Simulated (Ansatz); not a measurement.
Basis-set extrapolation for CH7NSSi2 (`S[SiH]1C[SiH2]N1`) (PBE0-D4/def2-TZVP geometry, frozen core, the Gaussian-basis code of Ansatz). Multiplicity 1, RHF reference.

```csv
,def2-TZVPP,def2-QZVPP
HF,-1071.958140,-1071.992318
MP2 correlation,-0.798223,-0.858425
CCSD(T) correlation,-0.892051,not run
```

Energies in hartree. Use E(X) = E(∞) + A·exp(−7.88·√X) for Hartree–Fock and E(X) = E(∞) + B·X^(−2.97) for correlation, with X = 3 and 4, and add CCSD(T) minus MP2 of the smaller set to the MP2 limit.

What is the CCSD(T) energy at the basis-set limit?

HF limit: -1071.992318 + (-0.034178) × 0.13774 = -1071.99703. MP2 limit: -0.858425 + (-0.060202) × 0.74074 = -0.90302. Higher-order term: -0.892051 − (-0.798223) = -0.09383. Total: -1072.99388 hartree, 377.3 kJ/mol below CCSD(T)/def2-TZVPP.
